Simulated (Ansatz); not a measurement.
Total energies of NbSeF₃ from Ansatz at PBE-D4/def2-TZVPD, gas phase (1 Eh = 27.2114 eV = 2625.5 kJ/mol). The reference geometry is relaxed at r2SCAN-D4/def2-SVP.

```xyz
5

Nb    0.079   -0.006   -0.072
Se   -1.597    0.115    1.464
F     1.393   -1.133    0.590
F     0.751    1.702   -0.333
F    -0.627   -0.679   -1.649
```

```json
{"state": "charge 0 singlet", "geometry": "reference", "energy (Eh)": "-2757.87610"}
{"state": "charge -1 doublet", "geometry": "reference", "energy (Eh)": "-2757.90132"}
{"state": "free Nb atom (sextet)", "geometry": "–", "energy (Eh)": "-56.83927"}
{"state": "free Se atom (triplet)", "geometry": "–", "energy (Eh)": "-2401.12538"}
{"state": "free F atom (doublet)", "geometry": "–", "energy (Eh)": "-99.67049"}
```

In the def2 sets Nb takes a core potential; there is no spin–orbit coupling.

Q: Work out the vertical electron affinity, to the doublet.

A: E(charge 0 singlet) − E(charge -1 doublet) = -2757.87610 − (-2757.90132) = 0.02522 Eh = 0.69 eV.

Q: What is the binding energy per atom against free atoms?

A: Atoms: 1 × (-56.83927) + 1 × (-2401.12538) + 3 × (-99.67049) = -2756.97612 Eh. Binding: -2756.97612 − (-2757.87610) = 0.89998 Eh = 24.49 eV, or 4.90 eV for each of 5 atoms (no zero-point energy, no counterpoise term).

At PBE-D4/def2-TZVPD the highest occupied level of the charge -1 doublet lies above zero (up to 2.21 eV). By energy differences its removal costs 0.69 eV (vertical, to the charge 0 singlet, at PBE-D4/def2-TZVPD); a positive level beside a positive removal energy at the same level points to self-interaction error. At PBE-D4/def2-TZVPD the gap within one spin of the charge -1 doublet nearly closes, so an electron or hole may be smeared out by delocalisation error.
